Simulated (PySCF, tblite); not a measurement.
C₆H₆FNS.
Numbering: `[CH3:1]/[N:2]=[CH:3]\[c:4]1[cH:5][cH:6][c:7]([F:8])[s:9]1` (hydrogens: H10, H11, H12 on C1; H13 on C3; H14 on C5; H15 on C6)

Computed with GFN2-xTB (tblite), gas phase: Langevin dynamics at 400 K from the optimised GFN2-xTB geometry, time step 0.5 fs, friction 0.01 fs⁻¹, 2000 steps. Over the second half of the run the saved frames average 406 K.

Frame at 250 fs, instantaneous temperature 340 K:
```
atom  x, y, z in Å
C1     -2.844   -0.114   -1.346
N2     -2.276   -1.327   -0.988
C3     -1.139   -1.407   -0.411
C4      0.004   -0.543   -0.172
C5      0.266    0.794   -0.255
C6      1.635    1.096    0.035
C7      2.387    0.025    0.371
F8      3.601    0.028    0.894
S9      1.435   -1.472    0.351
H10    -2.134    0.359   -1.990
H11    -3.081    0.527   -0.513
H12    -3.792   -0.267   -1.927
H13    -0.816   -2.366   -0.015
H14    -0.434    1.578   -0.614
H15     2.152    2.115    0.053
```

Frame at 425 fs, instantaneous temperature 297 K:
```
atom  x, y, z in Å
C1     -2.666    0.413   -1.536
N2     -2.410   -0.824   -0.908
C3     -1.340   -1.221   -0.327
C4      0.000   -0.593   -0.110
C5      0.458    0.622    0.022
C6      1.827    0.871    0.246
C7      2.365   -0.321    0.553
F8      3.581   -0.529    1.073
S9      1.296   -1.656    0.416
H10    -1.862    0.645   -2.196
H11    -2.595    1.165   -0.761
H12    -3.747    0.296   -1.864
H13    -1.361   -2.281    0.127
H14    -0.178    1.518   -0.218
H15     2.323    1.758    0.316
```

Frame at 625 fs, instantaneous temperature 428 K:
```
atom  x, y, z in Å
C1     -2.859    1.280   -0.417
N2     -2.554   -0.037   -0.863
C3     -1.417   -0.540   -0.832
C4     -0.097   -0.055   -0.183
C5      0.472    1.221   -0.084
C6      1.788    1.172    0.205
C7      2.251   -0.095    0.358
F8      3.480   -0.486    0.874
S9      1.134   -1.306   -0.037
H10    -2.659    1.875   -1.336
H11    -2.229    1.599    0.469
H12    -3.931    1.352   -0.122
H13    -1.339   -1.516   -1.361
H14    -0.076    2.155   -0.161
H15     2.455    1.992    0.377
```

Frame at 800 fs, instantaneous temperature 464 K:
```
atom  x, y, z in Å
C1     -2.262    0.728    1.115
N2     -2.377   -0.412    0.154
C3     -1.405   -0.683   -0.676
C4     -0.057   -0.148   -0.762
C5      0.504    1.111   -0.494
C6      1.804    1.133   -0.117
C7      2.318   -0.144   -0.191
F8      3.588   -0.534    0.103
S9      1.124   -1.358   -0.622
H10    -2.375    1.686    0.722
H11    -1.254    0.695    1.495
H12    -2.969    0.546    1.916
H13    -1.617   -1.551   -1.198
H14    -0.040    1.982   -0.421
H15     2.396    2.008    0.318
```

Frame at 1000 fs, instantaneous temperature 421 K:
```
atom  x, y, z in Å
C1     -2.231    0.611    1.593
N2     -2.286   -0.040    0.241
C3     -1.278   -0.248   -0.512
C4      0.195    0.105   -0.430
C5      1.011    1.069   -0.077
C6      2.372    0.895   -0.329
C7      2.562   -0.317   -0.922
F8      3.778   -0.863   -1.029
S9      1.186   -1.238   -1.091
H10    -2.194    1.650    1.503
H11    -1.318    0.310    2.140
H12    -3.171    0.329    2.117
H13    -1.322   -0.909   -1.401
H14     0.733    2.063    0.337
H15     3.061    1.632   -0.063
```

Task: What do single points at PBE0/pcSseg-1 (PySCF, gas phase) give on these frames?

Result: 
| t (fs) | GFN2-xTB E above start (eV) | DFT E above lowest frame (eV) | HOMO (eV) | LUMO (eV) | dipole (D) |
| --- | --- | --- | --- | --- | --- |
| 250 | 0.56 | 0.00 | -6.86 | -1.83 | 2.37 |
| 425 | 0.85 | 0.36 | -6.94 | -1.48 | 2.10 |
| 625 | 0.58 | 0.03 | -6.87 | -1.56 | 1.87 |
| 800 | 0.86 | 0.36 | -6.80 | -1.64 | 2.06 |
| 1000 | 0.80 | 0.27 | -6.94 | -1.43 | 2.13 |

Both levels order the frames alike by energy; measured from each level's lowest frame they differ by 0.07 eV at most. The HOMO–LUMO gap runs from 5.03 to 5.51 eV. These are instantaneous structures, not minima.

Task: And the isotropic GIAO shieldings (ppm) from the same runs?

Result: 
| atom | 250 fs | 425 fs | 625 fs | 800 fs | 1000 fs | mean | range |
| --- | --- | --- | --- | --- | --- | --- | --- |
| C1 | 146.7 | 143.7 | 139.2 | 144.4 | 140.4 | 142.9 | 7.5 |
| N2 | -117.6 | -139.6 | -103.4 | -160.1 | -132.1 | -130.6 | 56.7 |
| C3 | 31.1 | 33.0 | 35.4 | 18.8 | 27.1 | 29.1 | 16.6 |
| C4 | 38.7 | 59.3 | 39.7 | 61.0 | 44.6 | 48.7 | 22.3 |
| C5 | 59.1 | 63.3 | 57.6 | 56.5 | 64.9 | 60.3 | 8.4 |
| C6 | 66.2 | 78.6 | 76.4 | 69.8 | 71.6 | 72.5 | 12.4 |
| C7 | 0.1 | 2.0 | 2.4 | -6.0 | 10.4 | 1.8 | 16.4 |
| F8 | 288.4 | 291.5 | 281.0 | 276.4 | 302.8 | 288.0 | 26.4 |
| S9 | 239.4 | 286.2 | 288.8 | 282.9 | 296.0 | 278.7 | 56.6 |
| H10 | 28.4 | 27.8 | 27.5 | 29.6 | 29.0 | 28.5 | 2.1 |
| H11 | 28.6 | 27.8 | 26.9 | 29.3 | 28.0 | 28.1 | 2.4 |
| H12 | 26.6 | 25.0 | 26.8 | 27.9 | 26.7 | 26.6 | 2.9 |
| H13 | 23.6 | 22.6 | 23.5 | 23.6 | 22.8 | 23.2 | 1.0 |
| H14 | 24.2 | 24.7 | 24.4 | 25.6 | 24.6 | 24.7 | 1.4 |
| H15 | 24.0 | 26.1 | 25.2 | 23.4 | 25.8 | 24.9 | 2.7 |

The cost below is that of the whole dynamics run. The run took 14 s on one thread, Arm Neoverse V1 (aarch64), shared host, and the process peaked at 0.19 GiB of memory.
